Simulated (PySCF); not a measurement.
C3H3, SMILES [C]#CC, multiplicity 2.

Geometry optimised at PBE-D3(BJ)/def2-TZVP. The isomer is the one that the SMILES or the coordinates give; other isomers of the formula were not compared.

The numbers are results of PBE-D3(BJ)/def2-TZVP (PySCF), not measurements.

Frequencies are harmonic and unscaled.

Problem. Estimate the vibrational spectrum. (Estimate from the structure and the level; the computed values follow.)

Solution. 
| mode | ν (cm⁻¹) | IR (km/mol) | moving atoms (share of kinetic energy) |
|---|---|---|---|
| 1 | 61 | 32.4 | C 85 %, H 15 % |
| 2 | 340 | 2.1 | C 80 %, H 20 % |
| 3 | 843 | 136.6 | H 80 %, C 20 % |
| 4 | 923 | 49.1 | C 82 %, H 18 % |
| 5 | 958 | 11.7 | H 63 %, C 37 % |
| 6 | 1333 | 17.9 | H 81 %, C 19 % |
| 7 | 1400 | 21.6 | H 97 % |
| 8 | 1402 | 57.6 | H 94 % |
| 9 | 1674 | 1088.9 | C 98 % |
| 10 | 2955 | 0.1 | H 97 % |
| 11 | 3015 | 7.0 | H 91 %, C 9 % |
| 12 | 3025 | 2.0 | H 91 %, C 9 % |
